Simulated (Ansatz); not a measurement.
Reaction (silylene formation by 1,1-elimination): `O[SiH2][GaH][Br]` → `[OH][GaH][Br]` + `[SiH2]`

Isolated molecules relaxed with PBE0-D4/def2-TZVP in Ansatz; ΔE leaves out vibrations. CCSD(T)/CBS adds triple-zeta CCSD(T) − MP2 to the extrapolated MP2 energy (def2 sets, frozen cores). This one scheme is used for every species. DFT in def2-TZVPP. For Br, Ga outer-core shells are correlated without core-valence functions, which leaves a few kJ/mol of doubt a bond. Scalar relativity is left out up to krypton. Each species was taken in one conformer, which may not be the lowest.

```tsv
level	ΔE (eV)
CAM-B3LYP-D4	2.81
MP2/def2-SVP	2.52
```

Problem. What does CCSD(T)/CBS give? (Estimate.)

Solution. Computed: +2.76 eV. The listed levels differ from it by 0.05, -0.24 eV.

Largest T1 diagnostic among the species: 0.014.

In def2-TZVPP, CCSD(T) changes the Hartree–Fock value by +0.05 eV (the triples alone add +0.02 eV) and MP2 by +0.20 eV. The D4 term adds +0.12 eV with B3LYP and +0.07 eV with PBE0; it sums over pairs of atoms, weighted by their polarisabilities, and B3LYP, whose exchange is more repulsive, gets the larger term.

CCSD(T)/CBS has its own doubt, a few kJ/mol and more with outer-core shells, so smaller differences from it don't rank the levels.

B3LYP here is the variant with VWN-RPA as its local correlation; programs differ in this.
